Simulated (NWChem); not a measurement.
System: SiSH cation, singlet; SMILES [Si]=[SH+]

Output (shortened):

```
             Northwest Computational Chemistry Package (NWChem) 7.3.0
             --------------------------------------------------------

 CS  symmetry detected

                             Geometry "geometry" -> ""
                             -------------------------

 Output coordinates in angstroms (scale by  1.889725989 to convert to a.u.)

  No.       Tag          Charge          X              Y              Z
 ---- ---------------- ---------- -------------- -------------- --------------
    1 Si                  14.0000     0.02093131    -1.13278536     0.00000000
    2 S                   16.0000     0.06325616     0.93218271     0.00000000
    3 H                    1.0000    -1.30513680     0.94407159     0.00000000

 Effective nuclear repulsion energy (a.u.)      66.5848744383

      Symmetry information
      --------------------

 Group name             Cs
 Group number              2
 Group order               2
 No. of unique centers     3

                                 NWChem DFT Module
                                 -----------------

 Summary of "ao basis" -> "ao basis" (spherical)
 ------------------------------------------------------------------------------
       Tag                 Description            Shells   Functions and Types
 ---------------- ------------------------------  ------  ---------------------
 Si                          6-31g*                  8       18   4s3p1d
 S                           6-31g*                  8       18   4s3p1d
 H                           6-31g*                  2        2   2s

      Symmetry analysis of basis
      --------------------------

        a'         28
        a"         10

            General Information
            -------------------
          SCF calculation type: DFT
          Wavefunction type:  closed shell.
          No. of atoms     :     3
          No. of electrons :    30
           Alpha electrons :    15
            Beta electrons :    15
          Charge           :     1
          Spin multiplicity:     1
          Use of symmetry is: on ; symmetry adaption is: on
          Maximum number of iterations: 150
          AO basis - number of functions:    38
                     number of shells:    18
          Convergence on energy requested:  1.00D-06
          Convergence on density requested:  1.00D-05
          Convergence on gradient requested:  5.00D-04

              XC Information
              --------------
                      r^2SCAN Method XC Functional
               r^2SCAN metaGGA Exchange Functional  1.000
                     r^2SCAN Correlation Potential  1.000

             Grid Information
             ----------------
          Grid used for XC integration:  xfine
          Radial quadrature: Mura-Knowles
          Angular quadrature: Lebedev.
          Tag              B.-S. Rad. Rad. Pts. Rad. Cut. Ang. Pts.
          ---              ---------- --------- --------- ---------
          Si                  1.10      125           9.0      1454
          S                   1.00      125          10.0      1454
          H                   0.35      100          10.0      1202
          Grid pruning is: on
          Number of quadrature shells:   350
          Spatial weights used:  Erf1

      Superposition of Atomic Density Guess
      -------------------------------------

 Sum of atomic energies:        -686.77122101

 Renormalizing density from      31.00 to     30

      Non-variational initial energy
      ------------------------------

 Total energy =    -673.025305
 1-e energy   =   -1048.107206
 2-e energy   =     308.497026
 HOMO         =      -0.654180
 LUMO         =      -0.372685

      Symmetry analysis of molecular orbitals - initial
      -------------------------------------------------

  Numbering of irreducible representations:

     1 a'          2 a"

  Orbital symmetries:

     1 a'          2 a'          3 a'          4 a'          5 a'
     6 a"          7 a'          8 a'          9 a'         10 a"
    11 a'         12 a'         13 a'         14 a"         15 a'
    16 a'         17 a"         18 a'         19 a'         20 a'
    21 a'         22 a"         23 a'         24 a'         25 a'

     ---------------------------------------------
      Total Density - Mulliken Population Analysis
     ---------------------------------------------

    Atom       Charge   Shell Charges
 -----------   ------   -------------------------------------------------------
    1 Si  14    12.76   2.00  2.00  6.00  1.52  0.61  0.50  0.07  0.07
    2 S   16    16.67   2.00  2.00  6.00  1.54  3.84  0.32  0.94  0.04
    3 H    1     0.57   0.32  0.25

   convergence    iter        energy       DeltaE   RMS-Dens  Diis-err
 ---------------- ----- ----------------- --------- --------- ---------
 d= 0,ls=0.0,diis     1   -687.6965774544 -7.54D+02  8.02D-02  1.18D+00
 d= 0,ls=0.0,diis     2   -686.1297484972  1.57D+00  6.96D-02  7.59D+00
 d= 0,ls=0.0,diis     3   -687.8279474775 -1.70D+00  1.90D-02  1.24D-01
 d= 0,ls=0.0,diis     4   -687.8472493305 -1.93D-02  6.17D-03  5.87D-02
 d= 0,ls=0.0,diis     5   -687.8599164956 -1.27D-02  1.11D-03  1.59D-03
  Resetting Diis
 d= 0,ls=0.0,diis     6   -687.8602471893 -3.31D-04  3.71D-04  1.11D-04
 d= 0,ls=0.0,diis     7   -687.8602738784 -2.67D-05  2.34D-04  9.22D-06
 d= 0,ls=0.0,diis     8   -687.8602704298  3.45D-06  1.65D-04  2.50D-05
 d= 0,ls=0.0,diis     9   -687.8602757419 -5.31D-06  4.51D-05  2.12D-06
 d= 0,ls=0.0,diis    10   -687.8602762252 -4.83D-07  2.55D-06  7.20D-09

[...]

                         DFT ENERGY GRADIENTS

    atom               coordinates                        gradient
                 x          y          z           x          y          z
   1 Si      0.039554  -2.140654   0.000000   -0.000987   0.001858   0.000000
   2 S       0.119537   1.761570   0.000000    0.003152  -0.000330   0.000000
   3 H      -2.466351   1.784037   0.000000   -0.002165  -0.001528   0.000000
```

Level: r2SCAN/6-31G* (spherical d). Low-valent species are run as closed-shell singlets; no triplet was tried in these runs. Structure relaxed at the PBE0/def2-SVP level.

Problem. Reconstruct the input file.

Solution. One answer among several that fit: the input that was run:
```
start job
memory heap 200 mb stack 900 mb global 1100 mb
charge 1
geometry units angstroms noautoz
  Si    -0.035020    -1.096126     0.000000
  S      0.106931     0.964392     0.000000
  H     -1.259293     1.042319     0.000000
end
basis spherical
  * library 6-31g*
end
dft
  xc r2scan
  grid xfine
  iterations 150
  mulliken
end
task dft gradient
```
